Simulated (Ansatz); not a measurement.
Geometry optimisation, Ansatz 0.2.0, RKS r2SCAN-D4/6-31G.

Input:

```yaml
crystal:
  periodic: [false, false, false]
  atoms:
    - { symbol: O, position_ang: [-0.4808, 1.4344, 0.8262] }
    - { symbol: C, position_ang: [0.2487, 0.3062, 0.5588] }
    - { symbol: S, position_ang: [-0.4838, -1.0614, 1.5183] }
    - { symbol: Si, position_ang: [0.5245, -0.2337, -1.2356] }
    - { symbol: F, position_ang: [-0.9696, -0.7575, -1.8041] }
    - { symbol: H, position_ang: [-0.8474, 1.3925, 1.7276] }
    - { symbol: H, position_ang: [1.2775, 0.5127, 0.9645] }
    - { symbol: H, position_ang: [-1.5522, -1.1561, 0.8216] }
    - { symbol: H, position_ang: [0.9436, 0.8792, -2.0566] }
    - { symbol: H, position_ang: [1.4225, -1.3675, -1.3178] }
basis:
  gaussian: { orbitals: "6-31G" }
hamiltonian:
  xc: r2scan
  dispersion: d4
relax:
  f_tol: 0.015
  max_steps: 40
```

Launched with:

```bash
$ ansatz run input.yaml --threads 1 --pin off --max-ram 2048MiB --backend cpu --events-out ev --progress --plain --runs-dir out
```

Question: Where does it end, and by what steps?

Answer: It converged. Limits of this set-up: no polarisation functions. After 8 steps the energy has fallen by 0.680 eV; H6 moved furthest, 0.44 Å.

```json
{"step": "0", "energy less start (eV)": "0.0000", "largest force component (eV/Å)": "2.636", "accepted": "yes"}
{"step": "1", "energy less start (eV)": "-0.5644", "largest force component (eV/Å)": "1.230", "accepted": "yes"}
{"step": "2", "energy less start (eV)": "-0.6432", "largest force component (eV/Å)": "0.919", "accepted": "yes"}
{"step": "3", "energy less start (eV)": "-0.6703", "largest force component (eV/Å)": "0.241", "accepted": "yes"}
{"step": "4", "energy less start (eV)": "-0.6771", "largest force component (eV/Å)": "0.063", "accepted": "yes"}
{"step": "5", "energy less start (eV)": "-0.6792", "largest force component (eV/Å)": "0.059", "accepted": "yes"}
{"step": "6", "energy less start (eV)": "-0.6800", "largest force component (eV/Å)": "0.031", "accepted": "yes"}
{"step": "7", "energy less start (eV)": "-0.6803", "largest force component (eV/Å)": "0.019", "accepted": "yes"}
{"step": "8", "energy less start (eV)": "-0.6804", "largest force component (eV/Å)": "0.010", "accepted": "yes"}
```

```xyz
10
Properties=species:S:1:pos:R:3
O -0.421 1.485 0.666
C 0.295 0.239 0.644
S -0.607 -1.168 1.580
Si 0.493 -0.205 -1.210
F -0.981 -0.928 -1.675
H -0.631 1.744 1.590
H 1.263 0.291 1.163
H -1.610 -1.320 0.645
H 0.695 1.028 -2.031
H 1.587 -1.218 -1.370
```

The run took 54 s on 1 CPU thread of a shared host.
